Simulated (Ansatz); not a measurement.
Cl2O2W (`[O]=[W](=[O])([Cl])[Cl]`), one more setting.

```yaml
crystal:
  periodic: [false, false, false]
  atoms:
    - {symbol: O, position_ang: [-0.125595, -0.662650, 1.609716]}
    - {symbol: W, position_ang: [0.064699, -0.073690, 0.034767]}
    - {symbol: O, position_ang: [1.461222, -0.796397, -0.590507]}
    - {symbol: Cl, position_ang: [-1.708955, -0.700315, -1.206288]}
    - {symbol: Cl, position_ang: [0.358528, 2.159351, 0.110913]}
basis:
  gaussian: {orbitals: x2c-TZVPPall}
total_charge: 1
magnetization: {spin_polarized: true, initial_magnetization: 1}
hamiltonian: {xc: {name: r2SCANh}}
output: {forces: true}
```

```sh
$ ansatz run in.yaml --threads 4 --pin off --events-out ev --progress --plain --max-ram 10444MiB
```

It prints (some lines left out):

```
Functional definition: r2SCANh
1783 factors; their error is unknown
mean field evaluation 1: about -468531.7232 eV, gradient 8.6e1 eV
mean field evaluation 2: about -468154.4192 eV, gradient 2.6e2 eV
mean field evaluation 4: about -468529.9419 eV, gradient 7.8e1 eV
mean field evaluation 8: about -468557.8020 eV, gradient 1.2e0 eV
mean field evaluation 16: about -468558.0581 eV, gradient 6.1e-3 eV
mean field evaluation 32: about -468558.0581 eV, gradient 1.8e-5 eV
mean field -468558.05812200 eV, -17219.1910359248 hartree, gradient 1.8e-5 eV, S^2 0.797105; 10 other end points of the search recorded, 0 dependent functions left out
reference -468558.05814127 eV, -17219.1910366328 hartree; 62, 61 occupied and 181, 182 virtual orbitals, 1783 factors
Total energy: -468558.05814127 eV, -17219.1910366328 hartree
Relativity: scalar
Atom 0 at    -0.125595    -0.662650     1.609716 Å, force     0.114349    -0.897613     1.771518 eV/Å
Atom 1 at     0.064699    -0.073690     0.034767 Å, force    -2.727222     2.956436    -2.146608 eV/Å
Atom 2 at     1.461222    -0.796397    -0.590507 Å, force     1.661465    -1.028056    -0.373726 eV/Å
Atom 3 at    -1.708955    -0.700315    -1.206288 Å, force     1.121220     0.378295     0.785593 eV/Å
Atom 4 at     0.358528     2.159351     0.110913 Å, force    -0.169811    -1.409063    -0.036776 eV/Å
Dipole moment:    -0.099733     0.108404    -0.078518 e Å
```

It took 100 s on 4 threads of an Arm Neoverse V1 on a shared host, with 2 GiB of host memory at the peak.
